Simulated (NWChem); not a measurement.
Molecule: SiNH₃, singlet; SMILES N[SiH]

Results from NWChem. Pople sets run with spherical d functions. Low-valent species are run as closed-shell singlets; no triplet was tried in these runs. Each level has its own optimisation; frequencies are unscaled.

```csv
level,r H–Si (Å),r N–Si (Å),r H–N (Å),highest harmonic frequency (cm⁻¹),lowest (cm⁻¹),zero-point energy (kcal/mol),dipole (D)
B3LYP/def2-TZVP,1.530,1.714,1.009,3635,590,20.9,2.02
Hartree-Fock/3-21G,1.537,1.729,1.002,[?],[?],22.5,[?]
Hartree-Fock/6-31G*,1.514,1.706,0.998,3892,623,22.5,2.16
PBE0/def2-SVP,1.539,1.718,1.015,3691,597,21.0,2.33
```

**Question.** What belongs in the gaps?

**Answer.** 
- Hartree-Fock/3-21G, highest harmonic frequency (cm⁻¹): 3815
- Hartree-Fock/3-21G, lowest (cm⁻¹): 781
- Hartree-Fock/3-21G, dipole (D): 2.22
